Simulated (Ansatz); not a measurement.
The same isomerisation along the group C, Si, Ge.

Calculated with Ansatz (gas phase, PBE0-D4/def2-TZVP geometries, no zero-point term in ΔE). CBS: MP2 limit from def2 TZ/QZ plus the TZ coupled-cluster correction, frozen cores. DFT in def2-TZVPP. For Ge outer-core shells are correlated without core-valence functions, which leaves a few kJ/mol of doubt a bond. Scalar relativity is left out up to krypton. Each species was taken in one conformer, which may not be the lowest.

| reaction | CCSD(T)/CBS(def2) (kJ/mol) |
| --- | --- |
| `COCF` → `CC(O)F` | ? |
| `F[SiH2]O[SiH3]` → `O[SiH](F)[SiH3]` | 114 |
| `[F][GeH2][O][GeH3]` → `[OH][GeH]([F])[GeH3]` | 4 |

(1) Fill in the missing values. (Best estimate.)

Largest T1 diagnostic: 0.013, for `O[SiH](F)[SiH3]`.

## Answers

(1) Ansatz gave: `COCF` → `CC(O)F`: -68.7 kJ/mol.
